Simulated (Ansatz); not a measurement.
Frontier orbitals of CH11GaGe2Si (`C[SiH]([GaH2])[GeH2][GeH3]`).

Z-matrix (Å, degrees):
```
C
Si 1 1.885
H 1 1.092 2 110.8
H 1 1.092 2 110.5 3 119.7
H 1 1.092 2 111.0 3 -120.2
Ga 2 2.402 1 115.2 3 -64.1
Ge 2 2.390 1 108.8 3 177.0
H 2 1.494 1 109.7 3 62.2
H 6 1.575 2 121.0 1 -21.4
H 6 1.573 2 120.9 1 162.6
Ge 7 2.425 2 110.8 1 -54.1
H 7 1.544 2 110.4 1 66.0
H 7 1.541 2 111.1 1 -175.6
H 11 1.539 7 109.9 2 57.8
H 11 1.538 7 109.9 2 -61.1
H 11 1.538 7 111.8 2 178.2
```

Charge 0, multiplicity 1. Correlated methods include outer-core shells of Ga, Ge, which these sets cover unevenly. Scalar relativity is left out up to krypton. The structure was optimised at the PBE0-D4/def2-TZVP level. It is one conformer, not always the lowest. Basis def2-TZVPP, the Gaussian-basis code of Ansatz.

```tsv
functional	HOMO (eV)	LUMO (eV)	gap (eV)
LDA (SPW92)	-6.14	-3.14	3.00
PBE	-6.03	-2.89	3.14
BLYP	-5.88	-2.81	3.07
r2SCAN	-6.26	-2.71	3.55
PBE0	-6.99	-2.14	4.85
r2SCANh	-6.61	-2.44	4.17
CAM-B3LYP	-8.15	-1.25	6.90
ωB97M-V	-8.89	-0.49	8.40
HF	-9.16	0.65	9.81
```

A quarter of exact exchange (PBE0) shifts PBE's HOMO by −0.96 eV and its LUMO by +0.75 eV; full exchange at long range (ωB97M-V) shifts them by −2.86 and +2.40 eV. The gap opens from 3.14 to 8.40 eV, since occupied levels lose self-interaction and empty ones feel all the electrons.
